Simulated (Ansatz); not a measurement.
`[Cl][Zr]([Cl])([Cl])[I]` + HCl → `[Cl][Zr]([Cl])([Cl])[Cl]` + HI at 600 K and 1 bar (ligand exchange at a Zr–I bond).

Calculated with Ansatz (gas phase, PBE0-D4/def2-TZVP geometries, no zero-point term in ΔE). CBS: MP2 limit from def2 TZ/QZ plus the TZ coupled-cluster correction, frozen cores. This one scheme is used for every species. Elements past krypton have def2 core potentials. For I, Zr outer-core shells are correlated without core-valence functions, which leaves a few kJ/mol of doubt a bond.

```
                   species  CCSD(T)/CBS energy (Eh)  H − E (kJ/mol)  S (J/(mol·K))
 `[Cl][Zr]([Cl])([Cl])[I]`              -1724.06608            66.3          471.9
                       HCl               -460.38127            35.4          207.2
`[Cl][Zr]([Cl])([Cl])[Cl]`              -1886.41337            66.6          440.2
                        HI               -298.03592            31.6          227.0
```

H − E and S are ideal-gas, rigid-rotor, harmonic terms from PBE0-D4/def2-TZVP. 1 Eh = 2625.50 kJ/mol, R = 8.31446 J/(mol·K).

By hand: ΔE, ΔH, ΔS and ΔG.

ΔE = (-1886.41337) + (-298.03592) − (-1724.06608) − (-460.38127) = -0.00194 Eh = -5.1 kJ/mol. Δ(H − E) = 66.6 + 31.6 − 66.3 − 35.4 = -3.5, so ΔH = -8.6 kJ/mol. ΔS = 440.2 + 227.0 − 471.9 − 207.2 = -11.9 J/(mol·K). ΔG = -8.6 − 600 × (-11.9)/1000 = -1.5 kJ/mol.

By hand: the equilibrium constant, and the temperature at which ΔG would vanish if ΔH and ΔS stayed fixed.

log₁₀ K = −ΔG/(RT ln 10) = 0.1. ΔG = 0 at ΔH/ΔS = 723 K, though so small a ΔH makes that figure unsure.

TΔS isn't small against ΔH here. The sign of ΔG lies within the doubt. A doubt of 5 kJ/mol in ΔE shifts log₁₀ K by 0.4 here. These are equilibria of isolated gas molecules and say nothing of rates. Largest T1 diagnostic: 0.015 (customary marks: 0.02 for closed shells, 0.045 for open ones).
